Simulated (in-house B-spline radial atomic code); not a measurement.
Computed with a B-spline radial atomic code. Model: two electrons, singlet ground state, non-relativistic, full CI in B-splines with partial waves to l = 8 (at full coupling up to 3e-4 hartree above the limit, correlation up to 0.6 % small), density held at that of full coupling by Lieb maximisation.

Along the adiabatic connection the electron repulsion is scaled by a coupling λ while a local potential keeps the density fixed. At λ = 0 the system is the Kohn-Sham one and W equals the exchange energy; the exchange-correlation energy is the area under W between 0 and 1. The kinetic energy rises with λ as the electrons avoid each other, with dT/dλ = −λ dW/dλ.

Command:
```bash
python run_ac.py task.json out
```
Settings (lengths in bohr, energies in hartree):
```
potential              yukawa
strength               1.69
lmax                   8
second                 0.131
```

Cost of the run: 48 s on 1 thread of Intel(R) Xeon(R) Processor @ 2.30GHz, on a shared host.

**W = mean repulsion less Hartree energy, and W of three functionals.**

Given: confinement screened point charge; nuclear charge 1.69; screening of the nucleus 0.131 1/bohr; external potential -Z exp(-k r)/r.

Computed: LDA exchange minus exact 111.32 millihartree; SCAN exchange minus exact -6.1241 millihartree.

```
coupling  W xc (hartree)  W xc minus exchange (millihartree)  kinetic minus Kohn-Sham (millihartree)  LDA (PW92) W minus its exchange (millihartree)  PBE W minus its exchange (millihartree)  SCAN W minus its exchange (millihartree)
       0        -0.82021                                   0                                       0                                               0                                        0                                         0
    0.02        -0.82217                              -1.961                                    0.02                                           -11.3                                    -1.71                                     -1.81
    0.05        -0.82508                              -4.861                                    0.12                                          -22.89                                    -4.31                                     -4.44
    0.12        -0.83166                             -11.442                                    0.68                                          -43.27                                   -10.38                                    -10.32
    0.25        -0.84322                             -23.007                                    2.81                                          -71.22                                   -21.41                                    -20.48
     0.4         -0.8556                             -35.384                                    6.82                                          -96.02                                   -33.49                                    -31.23
     0.6        -0.87067                             -50.455                                   14.33                                         -122.45                                   -48.44                                    -44.25
     0.8         -0.8843                              -64.09                                   23.85                                         -144.17                                   -62.14                                    -56.03
       1        -0.89669                             -76.473                                   34.98                                          -162.7                                   -74.72                                    -66.78
     1.4         -0.9183                             -98.086                                   60.78                                         -193.26                                   -97.02                                    -85.74
       2               ?                                   ?                                       ?                                               ?                                        ?                                         ?
       3               ?                                   ?                                       ?                                               ?                                        ?                                         ?
     4.5         -1.0097                             -189.47                                   306.1                                         -315.23                                   -199.4                                   -171.95
       7         -1.0429                             -222.71                                  493.41                                         -362.35                                  -242.45                                   -206.52
```

(1) What belongs in the row 2?

(2) What belongs in the row 3?

(3) What is the PBE exchange minus exact?

**Energy parts, natural occupations and partial-wave weights.**

Computed: total energy -1.5416 hartree; correlation energy -0.041496 hartree; initial slope twice GL2 -0.09861 hartree; kinetic part over minus potential part 0.45738; Hartree energy 1.6404 hartree; Kohn-Sham kinetic 1.8881 hartree; Lieb Oxford ratio E_xc over LDA exchange 1.2156.

```csv
natural,occupation of the shell (electrons)
s,1.9755
s,?
p,0.010572
d,0.00041189
p,0.00032332
s,0.00018468
```

(4) What belongs in the row s?

```tsv
wave	weight
s	0.99427
p	?
d	0.00022996
f	3.0595e-05
g	6.9114e-06
```

(5) What belongs in the row p?

(6) What is the kinetic part of the DFT correlation energy?

(7) What is the exchange energy?

Results:

(1) W xc (hartree): -0.94455; W xc minus exchange (millihartree): -124.33; kinetic minus Kohn-Sham (millihartree): 105.08; LDA (PW92) W minus its exchange (millihartree): -228.59; PBE W minus its exchange (millihartree): -124.81; SCAN W minus its exchange (millihartree): -109.32.

(2) W xc (hartree): -0.97696; W xc minus exchange (millihartree): -156.75; kinetic minus Kohn-Sham (millihartree): 185.17; LDA (PW92) W minus its exchange (millihartree): -271.33; PBE W minus its exchange (millihartree): -160.68; SCAN W minus its exchange (millihartree): -139.64.

(3) 5.6695 millihartree.

(4) occupation of the shell (electrons): 0.012857.

(5) weight: 0.0054624.

(6) 0.034977 hartree.

(7) -0.82021 hartree.

Half-way to full coupling W has made 56 % of its drop, against 50 % for a straight line, and second-order (GL2) theory, half the initial slope, overshoots the correlation energy by about 19 %: a moderate bend, as in light atoms. Over couplings 0 to 1 the errors in E_xc come to about +51 millihartree for LDA, +7.3 millihartree for PBE, -1.1 millihartree for SCAN, so SCAN is nearest. In LDA and SCAN the errors of exchange and correlation have opposite signs, so the sum is smaller than the larger of the two.
